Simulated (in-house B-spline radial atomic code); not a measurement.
Multiplet parameters of the 4d7 shell in Sb IX (Sb8+) ([Kr] 4d7). Computed with an all-electron radial atomic-structure program (B-spline basis): non-relativistic Hartree-Fock, average of configuration, point nucleus.

Slater integrals: F^2 = 110126 cm⁻¹, F^4 = 73780 cm⁻¹. Central-field spin-orbit parameter ζ(4d) = 4689 cm⁻¹ (bare central field on non-relativistic orbitals, without two-electron terms: too large for light atoms, too small for heavy ones).

Question: What are Racah's B and C?

Answer: B = F^2/49 - 5F^4/441 = 1411 cm⁻¹, C = 35F^4/441 = 5856 cm⁻¹, C/B = 4.15.

Question: Where do the terms lie in LS coupling, without spin-orbit interaction?

Answer: In cm⁻¹ above the Hund's-rule term (some of the terms):
| term | expression | energy |
| --- | --- | --- |
| 4F | 0B + 0C | 0 |
| 4P | 15B + 0C | 21164 |
| 2G | 4B + 3C | 23211 |
| 2H | 9B + 3C | 30265 |
| 2F | 24B + 3C | 51430 |

Question: Is LS coupling a fair picture here?

Answer: Fits to spectra need these integrals scaled down, since correlation screens the repulsion. Here ζ is 3.32 times B, so spin-orbit coupling rivals the gaps between some terms: low levels can stay fairly pure, while close terms of equal J mix strongly.
